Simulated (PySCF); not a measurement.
# Static response to an electric field

Species: C6H10OS.
Cartesian coordinates in Å at the PBE0-D3(BJ)/def2-SVP level; atoms count from 1:
```
atom  x, y, z in Å
C1     2.311    0.501   -0.064
O2     1.331   -0.486    0.038
C3     0.083   -0.022    0.453
C4    -0.697    0.791   -0.591
C5    -2.145    0.669   -0.124
C6    -2.238   -0.686    0.541
S7    -3.607   -1.441    0.967
C8    -0.840   -1.203    0.735
H9     2.460    1.033    0.896
H10    2.077    1.255   -0.839
H11    3.254    0.008   -0.338
H12    0.196    0.590    1.374
H13   -0.358    1.833   -0.685
H14   -0.559    0.300   -1.568
H15   -2.377    1.426    0.647
H16   -2.905    0.790   -0.908
H17   -0.699   -1.688    1.710
H18   -0.642   -1.972   -0.034
```

Level: PBE0/def2-SVPD (PySCF), static field, nuclei fixed, core orbitals frozen in the response. The polarisability tensor in these axes (au):

```
x   122.06  13.14  -8.09
y    13.14  91.51  -8.93
z    -8.09  -8.93  79.11
```

**Question.** Give the principal values, the mean and the anisotropy Δα = √{½[(α1 − α2)² + (α2 − α3)² + (α1 − α3)²]}.

**Answer.** Principal values 74.41, 89.02 and 129.25 au; mean 97.56 au = 14.46 Å³ = 16.09 × 10⁻⁴⁰ C²·m²/J; Δα = 49.19 au (50 % of the mean).

**Question.** What is the dipole moment, and where does it point?

**Answer.** (2.53, 2.62, -0.69) D, 3.71 D in size, pointing from the negative to the positive side. Measured along this direction, the outermost atoms are S7 at the negative end and H10 at the positive end.

**Question.** Refractivity n − 1 of an ideal gas of it at 273.15 K and 1 atm, from the electronic α?

**Answer.** N = p/kT = 2.6868 × 10¹⁹ cm⁻³, so n − 1 = 2π × N × 14.46 × 10⁻²⁴ cm³ = 2441 × 10⁻⁶ at long wavelengths, for an ideal gas.

**Question.** How large is μ²/3kT at 400 K beside α?

**Answer.** In Gaussian units μ²/3kT = 82.90 Å³ against 14.46 Å³, a ratio of 5.73; the Debye molar polarisation (4π/3)N_A(α + μ²/3kT) is 245.6 cm³/mol, leaving out the vibrational part.

**Question.** Sum over states: ᾱ = Σ f/ω², ω in Eh. What share falls to these 6 lowest TDDFT singlets (eV, f)? 2.51, 0.0000; 4.79, 0.0019; 5.53, 0.2548; 5.78, 0.0343; 6.10, 0.0064; 6.37, 0.0394.

**Answer.** They add up to 7.83 au, 8.0 % of the 97.56 au; the largest single term is 6.16 au, from the state at 5.53 eV. Terms in order: 0.00, 0.06, 6.16, 0.76, 0.13, 0.72 au. Higher excitations give the rest. The strengths listed sum to 0.337.

**Question.** Directions of the eigenvectors, and the extent of the frame along each?

**Answer.** Largest value along (0.91, 0.37, -0.21), where the nuclei span 7.03 Å; middle along (-0.42, 0.82, -0.39), 3.98 Å; least along (0.03, 0.45, 0.90), 2.78 Å. The response follows the extents in order.

One conformer (not necessarily the lowest) at the PBE0-D3(BJ)/def2-SVP geometry, without solvent, vibrations or thermal averaging.
